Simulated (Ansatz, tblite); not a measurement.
Forces on NbOCl3 (NbCl₃O) at its PBE-D4/def2-SVP geometry. Charge 0, multiplicity 1.

In the def2 sets Nb takes a core potential; there is no spin–orbit coupling. The xTB rows come from tblite.

GFN1-xTB (tblite), largest force 1.24 eV/Å:

```xyz
5
positions Å, forces eV/Å
Nb   -0.005    0.062    0.040   -0.043    0.548    0.356
O    -0.116    1.483    0.965    0.081   -1.040   -0.677
Cl    0.326    0.684   -2.143   -0.140   -0.370    0.911
Cl   -1.977   -1.082    0.294    0.885    0.416   -0.173
Cl    1.772   -1.147    0.843   -0.784    0.446   -0.418
```

GFN2-xTB (tblite), largest force 0.93 eV/Å:

```
Nb -0.003 0.032 0.021
O 0.027 -0.350 -0.227
Cl -0.128 -0.397 0.827
Cl 0.838 0.344 -0.195
Cl -0.735 0.371 -0.425
```

PBE-D4/def2-TZVP (Ansatz), largest force 0.20 eV/Å:

```
Nb 0.013 -0.167 -0.110
O -0.005 0.068 0.045
Cl -0.020 -0.040 0.132
Cl 0.121 0.068 -0.017
Cl -0.108 0.072 -0.050
```
